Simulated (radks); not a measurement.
Results of a calculation; reference values are marked as such.
The table gives one normalised radial function P(r) = r R(r) (large component) of Gd2+ in [Xe] 4f7 5d1 (r in bohr). Level of theory: Dirac Kohn-Sham, Slater X-alpha with alpha = 0.845, spin-unpolarised, spherical densities, finite nucleus; open shells fill j = l - 1/2 first; Fermi nuclear charge, rms radius 5.1569 fm (a radial shooting solver on a logarithmic mesh with Libxc functionals).

r           P
0.001876   0.0000
0.002184   0.0001
0.002522   0.0001
0.002913   0.0001
0.003364   0.0002
0.003916   0.0003
0.004522   0.0005
0.005223   0.0007
0.006032   0.0011
0.007022   0.0016
0.008109   0.0024
0.009365   0.0036
0.01082    0.0054
0.01259    0.0082
0.01454    0.0121
0.01679    0.0176
0.0194     0.0256
0.0224     0.0369
0.02608    0.0537
0.03012    0.0759
0.03478    0.1058
0.04017    0.1455
0.04676    0.2002
0.054      0.2656
0.06237    0.3448
0.07203    0.4366
0.08385    0.5424
0.09684    0.6429
0.1118     0.7306
0.1292     0.7884
0.1504     0.7945
0.1736     0.7270
0.2005     0.5723
0.2316     0.3258
0.2696    -0.0209
0.3114    -0.3989
0.3596    -0.7768
0.4153    -1.0990
0.4796    -1.3154
0.5584    -1.3961
0.6449    -1.3318
0.7447    -1.1585
0.8601    -0.9215
1.001     -0.6565
1.156     -0.4324
1.335     -0.2577
1.542     -0.1377
1.795     -0.0624
2.074     -0.0256
2.395     -0.0090
2.766     -0.0027
3.22      -0.0006
3.718     -0.0001
4.294     0.0000
4.959     0.0000
5.773     0.0000
6.668     0.0000
7.7       0.0000

Which n and l does it have? It may be an empty orbital.

Answer. n = 4, l = 2: the number of nodes gives n - l - 1 = 1, the rise at small r points to l (this Dirac orbital starts outside the nucleus as r^gamma with gamma = sqrt((l + 1)^2 - (Z/c)^2) = 2.96; the j = 5/2 orbital of l + 1 starts with the same power, but with a smaller coefficient, and then steepens), and the extent must fit the shell. The curve is that of 4d5/2; the two j differ most near the nucleus, where j = l - 1/2 has the larger amplitude, and in heavy atoms j = l - 1/2 is also the more compact. 4d5/2: eigenvalue -163.76 eV, 1 radial node at r = 0.267 bohr, <r> = 0.636 bohr, 90 % of the charge inside 0.955 bohr.
